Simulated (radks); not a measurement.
Excited configurations of Pb I: one electron is placed in a higher orbital outside [Hg] 6p1. The ground configuration is [Hg] 6p2. Calculated with a radial shooting solver on a logarithmic mesh with Libxc functionals: scalar-relativistic Kohn-Sham, PBE, spin-polarised, spherical densities, finite nucleus; open shells are filled with parallel spins first (spin-orbit coupling, left out, can overturn this in heavy ions); Fermi nuclear charge, rms radius 5.5012 fm. Excitation = E - E(ground); binding = E(ion) - E, where the ion is the core of charge +1; n* = 1/sqrt(2 binding) in atomic units, and the quantum defect is n - n*.

outer orbital  excitation (eV)  binding (eV)  quantum defect  eigenvalue (eV)  <r> (bohr)
5f                       6.015         0.973           1.261           -0.475       16.44
6d                       5.119         1.869           3.302           -0.760       8.565
6f                       6.302         0.686           1.547           -0.405       27.72
7s                       3.707         3.281           4.964           -1.938       6.766
7p                       4.823         2.165           4.493           -1.250       9.397
7d                       5.801         1.187           3.614           -0.674       16.44
7f                       6.482         0.506           1.813           -0.321       41.36

The Delta-SCF ionisation energy is 6.988 eV (NIST Atomic Spectra Database: 7.417 eV, measured). Self-interaction in the functional shifts the binding energies and quantum defects, so they are the method's values and not measured ones. Open shells are spherical and high-spin; term and fine-structure splittings are not resolved. Spin-orbit splitting is averaged out at the scalar-relativistic level.
